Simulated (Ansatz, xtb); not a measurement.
**A geometry optimisation of C5H9NS with r2SCAN-D4/def2-SVP**

The starting geometry of this gas-phase singlet was built from a drawn formula by distance geometry and a force field; its bonds are those of `N[C@]12C[C@](S)(C1)C2`.

| atom | x (Å) | y (Å) | z (Å) |
| --- | --- | --- | --- |
| C | -1.5639 | -1.1700 | 1.2331 |
| C | -1.0788 | -0.2905 | 0.1191 |
| C | 0.0126 | -0.1616 | 1.2308 |
| C | -0.1218 | -1.7139 | 1.3748 |
| C | -1.2034 | -0.0650 | 2.2226 |
| N | -2.7347 | -1.9699 | 1.3099 |
| S | 1.4322 | 0.7504 | 1.1667 |
| H | -3.5660 | -1.3874 | 1.1865 |
| H | -2.8690 | -2.4865 | 2.1439 |
| H | -1.6663 | 0.6067 | -0.1020 |
| H | -0.8022 | -0.7087 | -0.8349 |
| H | 1.9211 | 0.4458 | 2.3502 |
| H | 0.1682 | -2.1474 | 2.3290 |
| H | 0.2265 | -2.3110 | 0.5277 |
| H | -0.9697 | -0.3618 | 3.2361 |
| H | -1.7409 | 0.8500 | 2.2248 |

Task: Predict what it relaxes into with r2SCAN-D4/def2-SVP.

Result: It keeps its bonds, and is `N[C@]12C[C@](S)(C1)C2`.

The energy falls by 0.42 eV over 7 steps:

| step | E − E(last) (eV) |
| --- | --- |
| 1 | 0.423 |
| 2 | 0.096 |
| 3 | 0.004 |
| 4 | 0.001 |
| 5 | 0.000 |
| 6 | 0.000 |
| 7 | 0.000 |

Final geometry (Å):

```xyz
16

C    -1.5934   -1.1851    1.2744
C    -1.0878   -0.2702    0.1285
C    -0.0158   -0.1941    1.2439
C    -0.1499   -1.7354    1.3840
C    -1.1640   -0.0438    2.2704
N    -2.7660   -1.9880    1.2182
S     1.4781    0.7926    1.0896
H    -3.5979   -1.4005    1.1550
H    -2.8597   -2.5419    2.0699
H    -1.6573    0.6552   -0.0601
H    -0.7907   -0.7766   -0.8038
H     1.9591    0.5159    2.3230
H     0.1472   -2.1633    2.3567
H     0.2109   -2.3372    0.5349
H    -0.9350   -0.3473    3.3062
H    -1.7341    0.8988    2.2273
```

From the same start GFN2-xTB reaches the same bonding as this run.

No frequencies were run, so the end isn't proven a minimum. Run with Ansatz 0.2.0, 15 s on 4 threads of Arm Neoverse V2, with other jobs on the host.
